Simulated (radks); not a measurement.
Effect of the nuclear size on neutral tin, [Kr] 4d10 5s2 5p2. Method: Dirac Kohn-Sham, LDA (Slater exchange, Perdew-Wang correlation), spin-unpolarised, spherical densities, finite nucleus; open shells are shared between the two j in proportion to 2j + 1; Fermi nuclear charge, rms radius 4.6519 fm; computed with a radial shooting solver on a logarithmic mesh with Libxc functionals. The rms radius is varied about that value; shifts are against it.

| rms radius (fm) | total energy shift (eV) | density at nucleus (e/bohr^3) | 1s1/2 shift (meV) | 2s1/2 shift (meV) | 4p1/2 shift (meV) | 5s1/2 shift (meV) |
|---|---|---|---|---|---|---|
| 4.1635 | -0.816 | 1.936e+05 | -342 | -39.2 | 0.125 | -0.131 |
| 4.3635 | -0.491 | 1.922e+05 | -206 | -23.6 | 0.075 | -0.079 |
| 4.6519 | 0 | 1.903e+05 | 0.000 | 0.000 | 0.000 | 0.000 |
| 4.8519 | 0.356 | 1.891e+05 | 149 | 17.1 | -0.054 | 0.057 |
| 5.3311 | 1.26 | 1.864e+05 | 529 | 60.5 | -0.192 | 0.202 |

Slopes of the eigenvalues against <r^2> in GHz/fm^2, as finite differences over the two radii next to the reference (eigenvalue slopes, not the field-shift constants of lines): 1s1/2 19100, 2s1/2 2190, 4p1/2 -6.95, 5s1/2 7.29.
